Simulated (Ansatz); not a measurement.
Ansatz (a quantum-chemistry and plane-wave program) input (PBE0/STO-3G):

Ansatz 0.2 input:
```yaml
crystal:
  periodic: [false, false, false]
  atoms:
    - {symbol: Si, position_ang: [2.48089648, 0.14726751, -0.25966688]}
    - {symbol: O, position_ang: [0.92661076, 0.28193441, -0.81462584]}
    - {symbol: Si, position_ang: [-0.64608748, 0.13746100, -0.48193863]}
    - {symbol: Cl, position_ang: [-1.05412023, -1.77378224, 0.13483089]}
    - {symbol: Cl, position_ang: [-1.16250629, 1.43415179, 1.01875385]}
    - {symbol: H, position_ang: [2.64787026, -1.17176598, 0.40744881]}
    - {symbol: H, position_ang: [3.36965275, 0.26290569, -1.44393853]}
    - {symbol: H, position_ang: [-1.43508399, 0.44090360, -1.67496693]}
basis:
  gaussian:
    orbitals: STO-3G
hamiltonian:
  xc: {name: PBE0}
magnetization: {spin_polarized: true, initial_magnetization: 1}
```

Output:

```
Functional definition: PBE0
integrals: 0.01 GiB planned
499 factors; integrals over basis functions are off by at most 2.7e-5 eV
0.09 GiB of the device are held for the grids
0.13 GiB of device memory are held for the factors and their scratch space
mean field: 0.14 GiB planned
mean field evaluation 1: about -42395.3983 eV, gradient 2.2e1 eV
mean field evaluation 2: about -42395.9868 eV, gradient 2.3e1 eV
mean field evaluation 4: about -42399.1850 eV, gradient 6.4e-1 eV
mean field evaluation 8: about -42399.1857 eV, gradient 7.1e-3 eV
mean field -42399.18568956 eV, -1558.1413348910 hartree, gradient 5.5e-5 eV, S^2 0.750576; 0 other end points of the search recorded, 0 dependent functions left out
reference -42399.18570615 eV, -1558.1413355009 hartree; 37, 36 occupied and 7, 8 virtual orbitals, 499 factors
Total energy: -42399.18570615 eV, -1558.1413355009 hartree
```

It need not be the lowest isomer of its formula.
